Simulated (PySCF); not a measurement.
SiHCl3.
SMILES: `Cl[SiH](Cl)Cl`

The closed-shell ground state was solved at several levels (PySCF, density fitting, gas phase, non-relativistic). Geometry: PBE0-D3(BJ)/def2-SVP; no solvent, vibrations or thermal averaging.

| level | basis functions | total energy (Eh) | HOMO (eV) | LUMO (eV) | gap (eV) | dipole (D) |
| --- | --- | --- | --- | --- | --- | --- |
| PBE0/pcSseg-1 | 101 | -1670.1990 | -9.53 | -0.25 | 9.28 | 1.19 |
| KT2/pcSseg-1 | 101 | -1683.4970 | -8.19 | -1.41 | 6.78 | 1.08 |

(1) Estimate the row for B3LYP/def2-SVPD, a basis of 113 functions; the other rows only guide the guess.

(2) Over all these levels, which gives the widest orbital gap and which the narrowest?

(3) How far do the dipole and the HOMO energy spread over the levels?

Results:

(1) Total energy -1670.3963 Eh, HOMO -9.18 eV, LUMO -0.79 eV, gap 8.39 eV, dipole 0.95 D.

(2) PBE0/pcSseg-1 (global hybrid, 25 % exact exchange) has the widest, 9.28 eV, and KT2/pcSseg-1 (GGA) the narrowest, 6.78 eV. The two share the basis. From the narrowest to the widest the HOMO moves by -1.34 eV and the LUMO by +1.16 eV.

(3) The dipole runs from 0.95 to 1.19 D (mean 1.07 D) and the HOMO from -9.53 to -8.19 eV.
